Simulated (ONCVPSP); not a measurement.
## Which change was made? (Co, ONCV)

```json
{
 "Element": "cobalt",
 "Generator": "ONCVPSP 4.0.1",
 "Type": "optimised norm-conserving Vanderbilt (ONCV)",
 "Functional": "PBE",
 "Relativity": "scalar-relativistic",
 "Frozen core": "[Ne]",
 "Valence charge": "17",
 "Reference configuration": "3s2 3p6 3d7 4s2",
 "Partial waves": "3s+4s: rc 1.15 bohr, ncon 3, nbas 6, qcut 9.5 1/bohr, 2 projectors; 3p: rc 1.15 bohr, ncon 4, nbas 7, qcut 10.6 1/bohr, 2 projectors, debl 1.5 Ha; 3d: rc 1.70 bohr, ncon 4, nbas 8, qcut 10 1/bohr, 2 projectors, debl 0.8 Ha",
 "Local potential": "polynomial inside 1.05 bohr (lpopt 5, dvloc0 4 Ha)",
 "Core correction": "Teter function, fcfact 2.5, rcfact 1.35"
}
```

In the p channel the program set the typed energies aside and used -2.412, 0.250 Ha.

Cutoffs, loose and tight: the cutoffs (Ha) at which the residual kinetic energy of the hardest occupied pseudo-wave falls to 1 and 0.1 mHa per electron. They do not see the model core or the augmentation charge, which bear on the density cutoff. Test errors are all-electron minus pseudo excitation energies from the reference, over the configurations 3s2 3p6 3d7 4s1; 3s2 3p6 3d7 4s0; 3s2 3p6 3d6 4s0; 3s2 3p6 3d6 4s2 4p1; variants that change the core or the reference have their own tests.

The base gives: outcome: generated, projector energies reset by the program; cutoff, loose: 38 Ha; cutoff, tight: 45 Ha; bound ghosts: none; GHOST(+) flags above zero: none; largest test error (meV): +96.

Problem. After one change the result is: outcome: generated; cutoff, loose: 38 Ha; cutoff, tight: 45 Ha; bound ghosts: none; GHOST(+) flags above zero: none; largest test error (meV): +96. Which change was it?
A. d: rc 1.88
B. p: debl 4.45
C. s: qcut 14.6

Solution. B. The others give: s: qcut 14.6 → outcome: generated, projector energies reset by the program; cutoff, loose: 52 Ha; cutoff, tight: 61 Ha; bound ghosts: none; GHOST(+) flags above zero: none; largest test error (meV): +96 | d: rc 1.88 → outcome: generated, projector energies reset by the program; cutoff, loose: 38 Ha; cutoff, tight: 45 Ha; bound ghosts: none; GHOST(+) flags above zero: none; largest test error (meV): +137.
